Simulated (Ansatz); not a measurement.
Program: Ansatz 0.2.0.

A structure relaxed at PBE0-D4/def2-TZVP, charge 0, multiplicity 1:

Cartesian coordinates in Å:
```
O -1.379 -0.115 1.495
Mo -0.238 -0.006 0.301
O -0.592 1.491 -0.782
O 1.148 0.883 1.145
O 0.766 -1.595 0.235
F -1.124 -0.874 -1.150
H -1.079 1.337 -1.598
H 1.996 1.134 0.769
H 0.503 -2.255 -0.414
```

(1) Give its formula and SMILES.

(2) Point group (tolerance 0.08 Å, 0.16 Å for H)?

(3) Summarise the bond lengths by kind.

## Answers

(1) FH3MoO4, `[O]=[Mo]([OH])([OH])([OH])[F]`.

(2) Cs.

(3) 4 × Mo–O 1.655 to 1.881 Å; 1 × F–Mo 1.908 Å; 3 × H–O 0.962 Å.
